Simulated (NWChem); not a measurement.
Molecule: GaNH2Cl2; SMILES [NH2][Ga]([Cl])[Cl]

```xyz
6

Ga     0.2643    -0.0176     0.0000
Cl    -0.8212     0.0271    -1.8374
Cl    -0.8212     0.0271     1.8374
N      2.0518    -0.0880     0.0000
H      2.6065    -0.1146     0.8458
H      2.6065    -0.1146    -0.8458
```
Atoms are numbered in this order, from 1.

Level: PBE0/def2-SVP (NWChem), optimised geometry, unscaled harmonic frequencies. 

**Question.** List the harmonic frequencies with IR intensities, and the thermochemistry.

**Answer.** 
| frequency (cm⁻¹) | IR intensity (km/mol) |
|---|---|
| 125 | 111.0 |
| 127 | 7.9 |
| 150 | 3.7 |
| 201 | 80.1 |
| 377 | 0.0 |
| 404 | 15.7 |
| 462 | 72.2 |
| 737 | 80.5 |
| 757 | 62.8 |
| 1504 | 29.6 |
| 3632 | 55.6 |
| 3750 | 61.2 |

```json
{
  "zero_point_energy": "17.5 kcal/mol",
  "thermal correction to the enthalpy at 298.15 K (with zero-point energy)": "22.1 kcal/mol",
  "heat capacity Cv": "19.4 cal/(mol K)",
  "entropy at 298.15 K and 1 atm (symmetry number 2)": "81.4 cal/(mol K)",
  "dipole_moment": "2.84 D"
}
```

Rigid rotor and harmonic oscillator.
